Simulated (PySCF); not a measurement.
Low-lying terms of Be(2+) (beryllium, charge +2)

Ground state 1s2, ¹S. Computed with PySCF 2.14 in aug-cc-pVTZ with one added diffuse shell each of s, p, d, f type (6s5p4d3f, 62 functions), with the non-relativistic Hamiltonian (point nucleus). Vertical excitation energies in eV without spin-orbit coupling; excited terms of each kind are numbered among those the solver found. Frozen: nothing.

```csv
term,leading excitation,EOM-EE-CCSD
1 3S,1s → s,118.30
1 1S,1s → s,121.25
1 3P°,1s → p,121.61
1 1P°,1s → p,123.26
2 3S,1s → s,138.62
2 1S,1s → s,139.34
2 3P°,1s → p,139.39
1 3D,1s → d,139.83
1 1D,1s → d,139.84
2 1P°,1s → p,139.93
1 3F°,1s → f,145.69
1 1F°,1s → f,145.69
2 3D,1s → d,145.84
2 1D,1s → d,145.84
```

Doubly excited terms such as np² are absent. The solver can miss terms. Rydberg members are limited by the diffuse functions of the basis.
